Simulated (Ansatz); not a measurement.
Molecule: C2H6BS (charge 0, doublet). It need not be the lowest isomer of its formula. SMILES: B(C)([S])C
Geometry from a B3LYP-D3(BJ)/def2-TZVP (Ansatz, an electronic-structure program) optimisation:
```xyz
10

C      1.3441    -0.9914     0.5694
B     -0.0076    -0.2791     0.1614
C     -1.3962    -0.9322     0.5433
S      0.0337     1.2437    -0.7194
H      1.3629    -1.9977     0.1388
H      2.2533    -0.4734     0.2671
H      1.3674    -1.1200     1.6563
H     -1.4457    -1.0593     1.6295
H     -1.4502    -1.9370     0.1120
H     -2.2763    -0.3757     0.2240
```
Charge 0, spin multiplicity 2.

Computed values are from Ansatz. Valence correlation only, unless marked. UHF or UKS for open shells. Spin-orbit coupling is left out. No relativistic terms. CBS marks a two-point X^-3 extrapolation of the correlation energy; Hartree-Fock from the larger set.

- atomisation energy De = 893.9 kcal/mol at CCSD(T)/CBS(aug-cc-pV(T+d)Z,aug-cc-pV(Q+d)Z)
- total energy = -502.2802 Eh at CCSD(T)/CBS(aug-cc-pV(T+d)Z,aug-cc-pV(Q+d)Z)
- dipole moment = 1.04 D at CCSD(T)/aug-cc-pV(D+d)Z
- T1 diagnostic = 0.016 at CCSD/aug-cc-pV(Q+d)Z
